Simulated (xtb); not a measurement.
silicon monoxide (OSi), singlet, geometry from GFN2-xTB. Base run: GFN2-xTB (xtb).

Here is a job for xtb.
```
$ xtb mol.xyz --gfn 2 --json

# file mol.xyz
2

Si    -0.00000000    -0.00000000    -0.54858235
O      0.00000000     0.00000000     0.96001912
```

Variants of this job, named by their change:

```tsv
change	ΔE vs base (mEh)	HOMO-LUMO gap (eV)	dipole (D)	G_solv (kcal/mol)	SCF cycles
base	0.000	4.07	3.05	-	13
etemp = 10000	-18.489	4.08	2.88	-	12
gbsa = thf	-0.763	4.10	3.25	-0.82	12
alpb = cs2	2.225	4.09	3.18	1.25	11
etemp = 3000	-0.020	4.07	3.05	-	13
acc = 0.1	0.000	4.07	3.05	-	13
alpb = ch2cl2	-1.303	4.09	3.21	-1.03	11
gbsa = acetonitrile	2.121	4.10	3.23	1.07	12
etemp = 5000	-0.812	4.07	3.05	-	13
```

ALPB and GBSA are two models with their own fitted parameters for each solvent, which aren't always the measured dielectric constant.
